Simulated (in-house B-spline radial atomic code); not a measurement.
How numerical settings move a run on Cu II (Cu+), [Ar] 3d10. Computed with an all-electron radial atomic-structure program (B-spline basis): scalar-relativistic (X2C) M06-L, spherical fractional occupations, Fermi nucleus of rms radius 3.8823 fm.

Command:
```bash
python run_scf.py task.json out
```
Settings of the sound reference run:
```
Z                29
electrons        28
configuration    [Ar] 3d10
hamiltonian      x2c
method           m06l
spin_polarised   False
nucleus          fermi
rms_radius       3.8823
mass_number      63
atomic_mass      62.9296
speed_of_light   137.036
knot_spacing     0.22
spline_order     8
gauss_points     12
box_radius       35.29
max_iterations   70
damping          0.5
damped_steps     3
diis_vectors     10
tolerance        1e-08
start            Thomas-Fermi
```

Run time, properties included: 0.33 s on 1 thread of AMD EPYC 7R43 64-Core Processor (shared host).

It converges in 11 iterations to -1654.452932 hartree, with 3d at -13.2361 eV. The other runs change the listed settings, some to values that make no sense; their results aren't properties of the atom or ion. Radii are in bohr (the nuclear one in fm), a minus after a letter asks for a j subshell, and «unchanged» means within 1e-8 hartree. The run stops when the residual is below 10 × tolerance × max(1, Z/10), or a noise floor if that is larger, and the energy moves by less than 1e-8 × √|E| hartree; so very loose and very tight tolerances often act alike.

| changed settings | outcome |
| --- | --- |
| damped_steps = 0 | converged in 69 iterations, energy unchanged, 3d level -2.8e-05 eV (the program warns: states collapsed into the nucleus by a negative tau potential were left out of the aufbau) |
| damped_steps = 30 | converged in 48 iterations, energy unchanged, 3d level -3.4e-05 eV (the program warns: states collapsed into the nucleus by a negative tau potential were left out of the aufbau) |
| knot_spacing = 0.15, spline_order = 5, first_knot = 3.45e-05, max_iterations = 60 | converged in 11 iterations, energy -3.17e-04 hartree from the reference, 3d level +1.2e-03 eV |
| spline_order = 10, max_iterations = 75, start = bare nucleus | converged in 15 iterations, energy -1.05e-06 hartree from the reference, 3d level +1.4e-03 eV (the program warns: states collapsed into the nucleus by a negative tau potential were left out of the aufbau) |
| start = bare nucleus | converged in 11 iterations, energy unchanged (the program warns: states collapsed into the nucleus by a negative tau potential were left out of the aufbau) |
| gauss_points = 5, first_knot = 0.0103, max_iterations = 75 | converged in 11 iterations, energy +1.81e-01 hartree from the reference, 3d level +2.2e-03 eV |
| damping = 0 | converged in 16 iterations, energy unchanged, 3d level -3.5e-05 eV (the program warns: states collapsed into the nucleus by a negative tau potential were left out of the aufbau) |

What happens with knot_spacing = 0.4, first_knot = 3.45e-05, max_iterations = 60, diis_vectors = 20, start = bare nucleus?

Converged in 29 iterations, energy +1.54e-03 hartree from the reference, 3d level -1.8e-02 eV.

What happens with spline_order = 7, gauss_points = 8, first_knot = 0.00345, max_iterations = 100, start = bare nucleus?

Converged in 10 iterations, energy -1.02e-03 hartree from the reference, 3d level -1.3e-03 eV.

What happens with hamiltonian = dirac, method = hf, speed_of_light = 26.10536?

Converged in 12 iterations to -2456.5292 hartree, a different physical problem.

What happens with damping = 0.95?

Converged in 32 iterations, energy unchanged, 3d level -3.4e-05 eV (the program warns: states collapsed into the nucleus by a negative tau potential were left out of the aufbau).
